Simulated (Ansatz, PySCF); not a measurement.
PbI3, SMILES [I][Pb-]([I])[I], charge -1.

The structure is a stationary point at PBE-D3(BJ)/def2-SVPD. The isomer is the one that the SMILES or the coordinates give; other isomers of the formula were not compared. The def2 effective core potentials stand for the cores of I, Pb; spin–orbit coupling is left out.

Estimates of the vertical detachment energy (IE) of the anion in eV. Rows of orbital energies are one-electron estimates, which approximate functionals can put far too low.

```tsv
level	IE
−ε(HOMO), −ε(LUMO), ωB97X/def2-SVPD (PySCF)	5.06
−ε(HOMO), −ε(LUMO), PBE/def2-SVPD (PySCF)	2.24
ΔSCF, CAM-B3LYP/def2-TZVPD (Ansatz), final states of multiplicity 2	4.78
ΔSCF, PBE/def2-TZVPD (Ansatz), final states of multiplicity 2	4.29
```

### Question
What vertical singlet–triplet gap does ΔSCF give with CAM-B3LYP/def2-TZVPD (Ansatz, a first-principles code) and with PBE/def2-TZVPD (Ansatz)? (An estimate is asked for; the answer gives what the named calculation found.)

### Answer
3.24 and 2.97 eV (triplet above singlet where positive).
